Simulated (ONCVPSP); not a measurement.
## carbon: excitation energies, all-electron against ONCV

| Quantity | Value |
| --- | --- |
| Element | C (Z = 6) |
| Generator | ONCVPSP 4.0.1 |
| Type | optimised norm-conserving Vanderbilt (ONCV) |
| Functional | PBE |
| Relativity | scalar-relativistic |
| Frozen core | [He] |
| Valence charge | 4 |
| Reference configuration | 2s2 2p1.5 (charge +0.5) |
| Partial waves | 2s: rc 1.25 bohr, ncon 3, nbas 6, qcut 4.4 1/bohr, 2 projectors, debl 2.9 Ha; 2p: rc 2.70 bohr, ncon 3, nbas 6, qcut 5.1 1/bohr, 2 projectors, debl 3.6 Ha; d scattering state at 0.21 Ha: rc 2.75 bohr, ncon 4, nbas 8, qcut 3 1/bohr, 2 projectors, debl 1.6 Ha |
| Local potential | polynomial inside 1.20 bohr (lpopt 5, dvloc0 2 Ha) |
| Core correction | Teter function, fcfact 2, rcfact 1.45 |

Energies are relative to the spin-unpolarised reference configuration 2s2 2p1.5; without spin polarisation the order of configurations can differ from experiment.

| valence configuration | charge | ΔE all-electron (eV) | error AE − PS (meV) |
| --- | --- | --- | --- |
| 2s2 2p2 | 0 | -3.963 | +17 |
| 2s2 2p0 | +2 | 31.054 | +735 |

What are ΔE and the potential's error for 2s0 2p4?

ΔE = 13.012 eV all-electron; the error (AE − PS) is +38 meV.

What are ΔE and the potential's error for 2s2 2p1?

ΔE = 6.898 eV all-electron; the error (AE − PS) is +44 meV.

Levels in the configuration 2s2 2p2:

```csv
level,all-electron (eV),pseudo (eV)
2s,-13.751,-13.730
2p,-5.285,-5.333
```
